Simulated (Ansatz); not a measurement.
Molecule: sum formula AlO2ClH2 (charge 0, singlet). SMILES: [OH][Al]([OH])[Cl]
Structure (B3LYP-D3(BJ)/def2-TZVP (Ansatz, a program for electronic structure) minimum search):
```xyz
6

O      1.3400    -1.3884    -0.0862
Al    -0.0362    -0.4126    -0.0247
O     -1.5733    -1.1005    -0.0630
Cl     0.1071     1.6688     0.1001
H      2.2354    -1.0481    -0.0676
H     -1.7190    -2.0463    -0.1196
```
Charge 0, spin multiplicity 1.

Quantity: vertical ionisation energy (to the doublet state of charge +1; each state is the SCF solution reached for its spin), in eV. Cores are frozen in the correlated levels unless marked. Open shells are spin-unrestricted. Spin-orbit coupling is left out. No relativistic terms. CBS marks a two-point X^-3 extrapolation of the correlation energy; Hartree-Fock from the larger set.

| level | program | vertical ionisation energy (eV) |
|---|---|---|
| SVWN5/def2-TZVPD | Ansatz | [?] |
| CCSD/aug-cc-pV(T+d)Z | Ansatz | 11.99 |
| CCSD/aug-cc-pV(Q+d)Z | Ansatz | 12.09 |
| CCSD(T)/CBS(aug-cc-pV(T+d)Z,aug-cc-pV(Q+d)Z) | Ansatz | [?] |

### Question
Complete the blanks.

### Answer

- SVWN5/def2-TZVPD, vertical ionisation energy (eV): 11.12
- CCSD(T)/CBS(aug-cc-pV(T+d)Z,aug-cc-pV(Q+d)Z), vertical ionisation energy (eV): 12.21
